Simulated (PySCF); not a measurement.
Zn(F)(SMe) (CH₃FSZn), SMILES C[S][Zn][F]. Atoms are numbered in the order given.

```xyz
7

Zn     0.0801    -0.7028     0.0000
F     -0.3853    -2.3892     0.0000
S      0.6774     1.3854     0.0000
C     -0.9783     2.2033     0.0000
H     -1.5603     1.9580    -0.8992
H     -0.7823     3.2849     0.0000
H     -1.5603     1.9580     0.8992
```

Geometry: B3LYP-D3(BJ)/def2-SVP. The structure was generated by enumeration; whether it is a known compound was not checked. The values are those of a single conformer.

Calculation: B3LYP-D3(BJ)/def2-SVP (PySCF 2.14.0).

Frequencies are harmonic and unscaled.

Computed vibrational spectrum:
```csv
mode,ν (cm⁻¹),IR (km/mol),moving atoms (share of kinetic energy)
1,87,11.4,"F 46 %, C 23 %, Zn 19 %, H 10 %"
2,110,13.1,"F 34 %, H 34 %, Zn 26 %"
3,146,10.3,"H 64 %, Zn 15 %, S 11 %, F 10 %"
4,190,8.8,"Zn 31 %, C 29 %, S 19 %, H 13 %, F 9 %"
5,379,3.8,"S 70 %, Zn 15 %, F 12 %"
6,690,12.0,"C 50 %, S 25 %, F 12 %, H 8 %"
7,696,72.7,"F 58 %, Zn 24 %, C 10 %"
8,952,4.0,"H 85 %, C 14 %"
9,971,6.4,"H 82 %, C 15 %"
10,1337,15.5,"H 87 %, C 13 %"
11,1458,7.2,H 95 %
12,1459,6.6,H 95 %
13,3045,23.9,H 98 %
14,3146,7.2,"H 90 %, C 10 %"
15,3147,2.3,"H 90 %, C 10 %"
```
